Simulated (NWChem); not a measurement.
SiBrF, singlet; SMILES F[Si]Br

Program: NWChem. Medium grid unless said otherwise, to which SCAN and Minnesota functionals are sensitive. Low-valent species are run as closed-shell singlets; no triplet was tried in these runs. The geometry was optimised at B3LYP/6-31G* (spherical d). Hybrids' shares of exact exchange are those that their runs print; pure functionals count as 0. The functionals differ in more than this share.

| row | share of exact exchange | highest occupied level (eV) |
|---|---|---|
| PBE/def2-SVP | 0.00 | -6.64 |
| PW91/def2-SVP | 0.00 | -6.69 |
| TPSSh/def2-SVP | 0.10 | withheld |
| B3LYP/def2-SVP | 0.20 | -7.55 |
| MN15/def2-SVP | 0.44 | -8.28 |
| BHandHLYP/def2-SVP | 0.50 | -8.79 |
| M05-2X/def2-SVP | 0.56 | -8.93 |

### Question
Fit a straight line of the last column on the one before it, predict the withheld value, and compare with the run.

### Answer

1. Means of the 6 shown rows: x = 0.283, y = -7.813. Slope Σ(x − x̄)(y − ȳ)/Σ(x − x̄)² = -1.266/0.3155 = -4.013; intercept -6.676.
2. The shown rows scatter about the line by 0.086 (root mean square); the largest residual is +0.16, at MN15/def2-SVP.
3. At x = 0.10 (TPSSh/def2-SVP; inside the shown range) the line gives -7.08.
4. The run gives -7.25, -0.17 from the line, 2.0 times the scatter.
